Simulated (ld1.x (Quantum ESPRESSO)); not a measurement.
# Transferability test, PAW potential for Cr (Z = 24)

Cr, PAW, made with ld1.x (Quantum ESPRESSO) 7.5 (LDA (PZ), non-relativistic). Core [Ar], reference 3d5 4s1 4p0. Waves: 4s (bound): rcut 2.55, rcutus 2.90 bohr; 4s channel at 3.95 Ry: rcut 2.55, rcutus 2.90 bohr; 4p (bound, empty): rcut 2.85, rcutus 3.70 bohr; 4p channel at 2.05 Ry: rcut 2.85, rcutus 3.70 bohr; 3d (bound): rcut 1.00, rcutus 1.10 bohr; 3d channel at 3.45 Ry: rcut 1.00, rcutus 1.10 bohr. Local part: all-electron potential smoothed inside 2.70 bohr (lloc = -1). Core correction: a·sin(br)/r model core inside 1.00 bohr. Augmentation charge: PSQ, inside the norm-conserving radii.

Energies are relative to the spin-unpolarised reference configuration 3d5 4s1 4p0; without spin polarisation the order of configurations can differ from experiment. Spin-polarised rows fill each open shell by Hund’s rule, majority spin first.

| valence configuration | charge | ΔE all-electron (eV) | error AE − PS (meV) |
| --- | --- | --- | --- |
| 3d5 4s0 4p0 | +1 | 7.015 | -5.6 |
| 3d4 4s0 4p0 | +2 | 23.458 | -110 |
| 3d5.5 4s0.5 4p0 | 0 | 0.637 | -8.3 |
| 3d4 4s1 4p0 | +1 | 8.382 | -80 |
| 3d6 4s0 4p0 | 0 | 1.577 | -26 |
| 3d4 4s1 4p1 | 0 | 3.745 | -79 |
| 3d5 4s1 4p0 (spin-polarised) | 0 | -4.924 | -10 |
| 3d5 4s0 4p0 (spin-polarised) | +1 | 2.541 | -28 |

(1) What are ΔE and the potential's error for 3d3 4s0 4p0?

Levels in the configuration 3d5 4s0 4p0 (spin-polarised):

| level | all-electron (eV) | pseudo (eV) |
| --- | --- | --- |
| 3d up | -11.153 | -11.104 |

## Answers

(1) ΔE = 54.667 eV all-electron; the error (AE − PS) is -949 meV.
